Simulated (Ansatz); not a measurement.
Frontier orbitals of C₂H₅FN₂Si (`NC1=C([SiH2]F)N1`).

```json
{"atom": "N1", "x (Å)": "-1.9889", "y (Å)": "-0.5250", "z (Å)": "0.9131"}
{"atom": "C2", "x (Å)": "-0.8564", "y (Å)": "0.0701", "z (Å)": "0.5613"}
{"atom": "C3", "x (Å)": "0.2192", "y (Å)": "0.2105", "z (Å)": "-0.1572"}
{"atom": "Si4", "x (Å)": "1.6797", "y (Å)": "-0.2524", "z (Å)": "-1.0877"}
{"atom": "F5", "x (Å)": "1.8725", "y (Å)": "0.6680", "z (Å)": "-2.3880"}
{"atom": "N6", "x (Å)": "-0.1581", "y (Å)": "1.1959", "z (Å)": "1.0377"}
{"atom": "H7", "x (Å)": "-2.1989", "y (Å)": "-1.4423", "z (Å)": "0.5602"}
{"atom": "H8", "x (Å)": "-2.4241", "y (Å)": "-0.2423", "z (Å)": "1.7742"}
{"atom": "H9", "x (Å)": "2.9135", "y (Å)": "-0.0736", "z (Å)": "-0.2874"}
{"atom": "H10", "x (Å)": "1.5132", "y (Å)": "-1.6492", "z (Å)": "-1.5592"}
{"atom": "H11", "x (Å)": "-0.5717", "y (Å)": "2.0404", "z (Å)": "0.6329"}
```

The species carries charge 0 and has multiplicity 1. The geometry is a stationary point of PBE0-D4/def2-TZVP. It is one conformer, not always the lowest. Basis def2-TZVPP, Ansatz.

| functional | HOMO (eV) | LUMO (eV) |
| --- | --- | --- |
| HSE06 (plane-wave form) | -5.42 | -0.61 |

Question: Give HOMO and LUMO (eV) with LDA (SPW92), PBE, revPBE, BLYP, r2SCAN, B97M-V, PBE0, B3LYP, r2SCANh, r2SCAN0, BHLYP, CAM-B3LYP, LC-ωPBE, ωB97X-V, ωB97M-V, HF. (Best estimate.)

Answer: The calculation gave: 
| functional | HOMO | LUMO |
| --- | --- | --- |
| LDA (SPW92) | -4.80 | -1.38 |
| PBE | -4.64 | -1.13 |
| revPBE | -4.58 | -1.04 |
| BLYP | -4.52 | -1.00 |
| r2SCAN | -4.82 | -0.85 |
| B97M-V | -4.93 | -0.86 |
| PBE0 | -5.81 | -0.24 |
| B3LYP | -5.62 | -0.46 |
| r2SCANh | -5.27 | -0.53 |
| r2SCAN0 | -5.94 | -0.06 |
| BHLYP | -6.88 | 0.73 |
| CAM-B3LYP | -7.13 | 0.79 |
| LC-ωPBE | -8.45 | 1.91 |
| ωB97X-V | -8.10 | 1.84 |
| ωB97M-V | -8.01 | 1.63 |
| HF | -8.49 | 2.96 |

B3LYP here is the variant with VWN-RPA as its local correlation; programs differ in this. LC-ωPBE has ω = 0.4 bohr⁻¹. Positive LUMOs are unbound and depend on the basis.
